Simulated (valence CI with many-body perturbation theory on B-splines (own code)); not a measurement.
# Sm48+: calculated level list

Computed by relativistic CI+MBPT: four valence electrons over a frozen Dirac-Fock core [Ne], radial functions for each j: 11 s, 11 p, 10 d, 8 f, 5 g, 2 h, with the one-electron correlation potential Σ1 (screened to all orders), the two-electron term Σ2, the three-electron term Σ3, Breit, model QED; selected single and double excitations, second order for the rest, scaled by the run's own slope (own B-spline code, finite nucleus).

No measured spectrum was set against this ion. As an estimate, large intervals hold to a few tenths of a per cent, small ones and those within an open d or f shell to about a per cent. Among the levels kept, up to 590 cm⁻¹ of a level comes from second order outside the variational space, and about a tenth of that is noise between levels of different J, which matters for small intervals.

Levels 1 to 45 of 175, with energies above the lowest level, (3s^2 3p1/2^2) J=0. "Leading %" is the weight of the configuration and term that name the level; weights of strongly mixed levels are sums over their largest components and can fall short. In the jj column 3d3/2^4 stands for four electrons in 3d with j = 3/2. Lifetimes count E1, E2, E3, M1 and M2 decay at the calculated energies, and are blank where another channel may lead or the interval is too uncertain; long ones can be off by a factor of two.

```csv
No.,Configuration,Term,J,E (Ry),Leading %,Leading jj,Lifetime
1,3s2 3p2,3P,0,0.000,70,3s^2 3p1/2^2 (99 %),
2,3s2 3p2,3P,1,10.756,99,3s^2 3p1/2 3p3/2 (99 %),48.4 ns
3,3s2 3p2,1D,2,11.317,62,3s^2 3p1/2 3p3/2 (99 %),6.25 μs
4,3s 3p3,3P°,2,20.085,44,3s 3p1/2^2 3p3/2 (95 %),67.8 ps
5,3s 3p3,3D°,1,21.794,36,3s 3p1/2^2 3p3/2 (83 %),4.21 ps
6,3s2 3p2,3P,2,22.482,62,3s^2 3p3/2^2 (98 %),26.6 ns
7,3s2 3p 3d,3F°,2,23.685,74,3s^2 3p1/2 3d3/2 (98 %),211 ps
8,3s2 3p2,1S,0,23.693,69,3s^2 3p3/2^2 (98 %),21.0 ns
9,3s2 3p 3d,3D°,1,26.111,47,3s^2 3p1/2 3d3/2 (84 %),769 fs
10,3s2 3p 3d,3P°,2,27.209,39,3s^2 3p1/2 3d5/2 (88 %),8.78 ps
11,3s2 3p 3d,3F°,3,27.313,53,3s^2 3p1/2 3d5/2 (94 %),13.2 ps
12,3s 3p3,3D°,2,30.709,50,3s 3p1/2 3p3/2^2 (87 %),4.44 ps
13,3s 3p3,3D°,3,31.605,90,3s 3p1/2 3p3/2^2 (90 %),8.26 ps
14,3s 3p3,3P°,0,32.298,88,3s 3p1/2 3p3/2^2 (88 %),5.32 ps
15,3s 3p3,3P°,1,33.074,39,3s 3p1/2 3p3/2^2 (83 %),3.08 ps
16,3s 3p3,1D°,2,33.211,56,3s 3p1/2 3p3/2^2 (73 %),2.24 ps
17,3s 3p2 3d,5F,1,33.228,45,3s 3p1/2^2 3d3/2 (96 %),31.8 ps
18,3s 3p2 3d,3D,2,33.621,28,3s 3p1/2^2 3d3/2 (93 %),32.7 ps
19,3s 3p3,3S°,1,33.826,36,3s 3p1/2 3p3/2^2 (94 %),1.07 ps
20,3s 3p2 3d,3D,3,36.577,29,3s 3p1/2^2 3d5/2 (94 %),9.26 ps
21,3s2 3p 3d,3F°,3,36.672,39,3s^2 3p3/2 3d3/2 (89 %),1.39 ps
22,3s2 3p 3d,3D°,2,36.741,42,3s^2 3p3/2 3d3/2 (74 %),750 fs
23,3s2 3p 3d,3P°,1,36.804,48,3s^2 3p3/2 3d3/2 (85 %),936 fs
24,3s2 3p 3d,3P°,0,36.894,88,3s^2 3p3/2 3d3/2 (88 %),1.08 ps
25,3s 3p2 3d,3F,2,37.386,28,3s 3p1/2^2 3d5/2 (90 %),8.39 ps
26,3s2 3p 3d,3F°,4,37.797,99,3s^2 3p3/2 3d5/2 (99 %),57.3 ns
27,3s2 3p 3d,3P°,2,38.170,43,3s^2 3p3/2 3d5/2 (90 %),18.6 ps
28,3s2 3p 3d,3D°,3,39.866,52,3s^2 3p3/2 3d5/2 (91 %),2.78 ps
29,3s2 3p 3d,1P°,1,40.358,64,3s^2 3p3/2 3d5/2 (94 %),4.11 ps
30,3p4,3P,2,42.288,30,3s 3p1/2 3p3/2 3d3/2 (49 %),5.06 ps
31,3s 3p2 3d,5D,0,42.810,68,3s 3p1/2 3p3/2 3d3/2 (87 %),23.1 ps
32,3s 3p2 3d,5D,1,42.995,54,3s 3p1/2 3p3/2 3d3/2 (98 %),41.0 ps
33,3s 3p2 3d,5F,3,43.279,46,3s 3p1/2 3p3/2 3d3/2 (93 %),36.4 ps
34,3s 3p2 3d,5F,2,43.344,30,3s 3p1/2 3p3/2 3d3/2 (60 %),3.30 ps
35,3p4,1S,0,43.792,40,3p1/2^2 3p3/2^2 (64 %),2.52 ps
36,3s 3p3,3P°,2,44.127,47,3s 3p3/2^3 (91 %),1.48 ps
37,3s 3p2 3d,3F,4,44.194,29,3s 3p1/2 3p3/2 3d3/2 (88 %),87.0 ps
38,3s 3p2 3d,3F,2,45.045,62,3s 3p1/2 3p3/2 3d3/2 (81 %),2.70 ps
39,3s 3p2 3d,5P,3,45.318,31,3s 3p1/2 3p3/2 3d3/2 (76 %),1.58 ps
40,3s 3p2 3d,5D,4,45.399,48,3s 3p1/2 3p3/2 3d5/2 (98 %),404 ps
41,3s 3p2 3d,5P,2,45.667,30,3s 3p1/2 3p3/2 3d3/2 (84 %),1.12 ps
42,3s 3p2 3d,5P,1,45.675,37,3s 3p1/2 3p3/2 3d3/2 (94 %),1.30 ps
43,3s 3p3,1P°,1,45.962,40,3s 3p3/2^3 (94 %),732 fs
44,3s 3p2 3d,3G,3,46.028,51,3s 3p1/2 3p3/2 3d3/2 (96 %),1.71 ps
45,3s 3p2 3d,3D,1,46.123,33,3s 3p1/2 3p3/2 3d3/2 (82 %),1.27 ps
```

The ionisation energy to 3s2 3p 2P°_1/2 of the next ion comes out as 4228.4 eV (NIST: 4227 ± 4 eV (theoretical)). All 175 levels together are meant to be complete up to 72.006 Ry.
